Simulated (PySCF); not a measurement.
**Rh: excitation energy**

Rh [Kr] 4d8 5s1 (4F) → Rh [Kr] 4d7 5s1 5p1 (high-spin determinant), as a difference of total energies. Calculation: PySCF 2.14, in aug-cc-pVTZ-PP with ECP28MDF; a scalar-relativistic core potential. Correlated levels: valence: 4s2 4p6 frozen. The calculations carry no spin-orbit coupling.

```tsv
method	excitation energy (eV)
UHF	2.772
LDA	4.916
PBE	4.734
PBE0	4.445
r2SCAN	4.374
B2PLYP	4.572
wB97M-V	4.386
r2SCAN0	4.219
M06-L	4.474
MP2 (valence)	4.396
SCS-MP2 (valence)	4.587
```

Problem. How much does correlation contribute at MP2 (valence)?

Solution. 4.396 − (2.772) = 1.624 eV, measured against UHF.

The determinant of the upper state mixes LS terms, which raises its energy above the lowest term, most at the Hartree-Fock and MP2 levels.
